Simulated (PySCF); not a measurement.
A GIAO shielding run with PySCF (density fitting, non-relativistic, gas phase) on `CCC1=CC=C(F)[C@@H](F)C=C1`, C$_{9}$H$_{10}$F$_{2}$:

```
$ OMP_NUM_THREADS=1 python probes_run.py task.json out

{"job": {"kind": "nmr", "xc": "PBE0", "basis": "pcSseg-1"}, "charge": 0, "multiplicity": 1}
C      2.933041    -0.443769     0.447973
C      1.936691     0.689995     0.247403
C      0.511671     0.279315    -0.031012
C      0.158677    -1.003988    -0.271116
C     -1.142475    -1.469993    -0.641078
C     -2.294941    -0.908323    -0.259919
F     -3.469552    -1.376888    -0.743510
C     -2.426334     0.222720     0.704189
F     -1.848924    -0.119856     1.926591
C     -1.719244     1.387131     0.092350
C     -0.405316     1.386134    -0.162332
H      3.903596    -0.031021     0.714234
H      2.611684    -1.102142     1.251456
H      3.054371    -1.026571    -0.462359
H      2.277622     1.323791    -0.577754
H      1.927559     1.315308     1.145450
H      0.927580    -1.761460    -0.283315
H     -1.192881    -2.357950    -1.256497
H     -3.479143     0.433039     0.917324
H     -2.313491     2.266064    -0.107901
H      0.040890     2.315406    -0.495946
```

Hardware: 1 thread of an Arm Neoverse V1, shared host. The job also computes population analyses, field gradients, ring-centre shieldings.

**Question.** How large is the calculation?

**Answer.** 82 electrons, 237 basis functions and 1221 auxiliary functions.

**Question.** How long does it take, and how much memory does it need?

**Answer.** 54 s of wall time, with 14 SCF cycles and 5 response iterations; peak memory 1.1 GiB. Times on a shared host scatter by some tens of per cent.
